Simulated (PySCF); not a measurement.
## Which determinant of NaIn lies lowest?

Unrestricted PBE0; basis Na cc-pVDZ, In cc-pVDZ-PP with ECP28; scalar-relativistic core potentials; PySCF 2.14. Outer shells of the fragments: Na 3s1; In 4d10 5s2 5p1.

Followed along the bond (rough minima from three points):

```csv
2Ms+1,unpaired,⟨S²⟩ at the start,R at minimum (Å),Te (eV)
1,none,0.00,3.26,0.00
3,"σ ↑, π ↑",2.00,3.12,0.22
1,"σ ↑, π ↓",1.01,3.22,0.40
3,σ ↑↑,2.00,none in the scan,≤ 0.88
3,π ↑↑,2.00,none in the scan,≤ 1.24
```

Solutions found at the starting distance of 2.965 Å, counted from the lowest of them; the search is not exhaustive and high or unbound solutions are not listed, so other states can lie among these:

```
2Ms+1  unpaired   term  E (eV)  ⟨S²⟩  ⟨Lz²⟩  μ (D)
    1      none    ¹Σ⁺    0.00  0.00   0.00  -1.91
    3  σ ↑, π ↑     ³Π    0.16  2.00   1.00  -4.12
    1  σ ↑, π ↓  mixed    0.35  1.01   1.00  -3.70
    3      σ ↑↑    ³Σ⁺    1.11  2.00   0.00   4.74
    3      π ↑↑    ³Σ⁻    1.19  2.00   0.00  -6.82
    1      π ↑↓  mixed    1.38  1.01   2.01  -6.46
```

A term symbol is given only where ⟨S²⟩ and ⟨Lz²⟩ are close to those of a pure state; real π, δ and φ orbitals otherwise mix terms. A positive dipole means Na(−)In(+).

Q: Compare the gap between the two lowest followed solutions at the starting distance with the gap between their minima.

A: At PBE0 the second solution (triplet, unpaired electrons σ ↑, π ↑) lies +0.16 eV from the first (singlet, closed shell) at 2.965 Å and +0.22 eV at the minima; the two curves relax by different amounts, since their minima lie near 3.12 and 3.26 Å.

Spin–orbit coupling is left out. Counting both spins, an empty level lies below a filled one in some of these solutions, because spin and occupation are held.
